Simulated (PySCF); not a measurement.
B(vinyl)(OH)(NH2) (C2H6BNO), SMILES NB(O)C=C.

Geometry optimised at r2SCAN-D4/def2-SVP. The structure was generated by enumeration, and PubChem lists no compound with its InChIKey, so it may never have been made. The values are those of a single conformer.

Computed with M06-2X/def2-TZVP (PySCF).

Gas-phase values at a fixed geometry.

Computed frontier levels, gap, dipole moment and polarisability:
```json
{
  "highest_occupied_level": "-8.63 eV",
  "lowest_empty_level": "0.58 eV",
  "orbital_gap": "9.21 eV",
  "dipole_moment": "2.44 D",
  "quadrupole, principal values (traceless, Buckingham form, about the centre of nuclear charge)": "-8.85, 0.07, 8.78 D·Å",
  "mean_static_polarisability": "49.7 bohr³ (7.37 Å³)",
  "polarisability_principal_values": "33.8, 47.5, 67.8 bohr³"
}
```
